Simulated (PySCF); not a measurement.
Molecule: `NNc1ccccc1`, C$_{6}$H$_{8}$N$_{2}$.

Molfile (atoms numbered from 1):
```
C6H8N2
     RDKit          3D

 16 16  0  0  0  0  0  0  0  0999 V2000
   -2.7578   -0.6702   -0.2295 N   0  0  0  0  0  0  0  0  0  0  0  0
   -1.8983    0.3910   -0.0674 N   0  0  0  0  0  0  0  0  0  0  0  0
   -0.5286    0.2625    0.0003 C   0  0  0  0  0  0  0  0  0  0  0  0
    0.0886   -0.9904    0.1561 C   0  0  0  0  0  0  0  0  0  0  0  0
    1.4759   -1.0846    0.2444 C   0  0  0  0  0  0  0  0  0  0  0  0
    2.2788    0.0512    0.1795 C   0  0  0  0  0  0  0  0  0  0  0  0
    1.6679    1.2980    0.0236 C   0  0  0  0  0  0  0  0  0  0  0  0
    0.2873    1.4085   -0.0660 C   0  0  0  0  0  0  0  0  0  0  0  0
   -2.8162   -1.2203    0.6264 H   0  0  0  0  0  0  0  0  0  0  0  0
   -2.4525   -1.2898   -0.9830 H   0  0  0  0  0  0  0  0  0  0  0  0
   -2.2688    1.2831   -0.3661 H   0  0  0  0  0  0  0  0  0  0  0  0
   -0.5235   -1.8918    0.2128 H   0  0  0  0  0  0  0  0  0  0  0  0
    1.9332   -2.0700    0.3668 H   0  0  0  0  0  0  0  0  0  0  0  0
    3.3652   -0.0305    0.2485 H   0  0  0  0  0  0  0  0  0  0  0  0
    2.2790    2.2027   -0.0312 H   0  0  0  0  0  0  0  0  0  0  0  0
   -0.1790    2.3904   -0.1876 H   0  0  0  0  0  0  0  0  0  0  0  0
  1  2  1  0
  2  3  1  0
  3  4  2  0
  4  5  1  0
  5  6  2  0
  6  7  1  0
  7  8  2  0
  8  3  1  0
  1  9  1  0
  1 10  1  0
  2 11  1  0
  4 12  1  0
  5 13  1  0
  6 14  1  0
  7 15  1  0
  8 16  1  0
M  END
```

Geometry PBE0-D3(BJ)/def2-SVP throughout; GIAO in PySCF 2.14.0 with density-fitted response routines, gas phase, one conformer, non-relativistic; equivalent atoms averaged; functional PBE0.

For orientation, pcSseg-0 gives these shifts δ (against NH3, TMS at the same level): N1 60.0, C3 157.3, C5/C7 139.6, C6 126.4, C4/C8 116.7, H13/H15 7.11, H14 6.58, H11 3.37, H9/H10 1.84 ppm.

A run gave: N1 55.5, C3 146.3, C5/C7 127.7, C6 114.3, C4/C8 105.5, H13/H15 7.02, H14 6.44, H11 3.96, H9/H10 2.07 ppm (shifts δ (against NH3, TMS at the same level)).

Question: Which basis set was used in that run?
A. aug-cc-pVDZ
B. def2-SVP
C. def2-TZVP
D. cc-pVDZ

Answer: B. C3 tells them apart best: def2-SVP gives 146.3, def2-TZVP gives 155.9, cc-pVDZ gives 148.2, aug-cc-pVDZ gives 148.8 ppm.
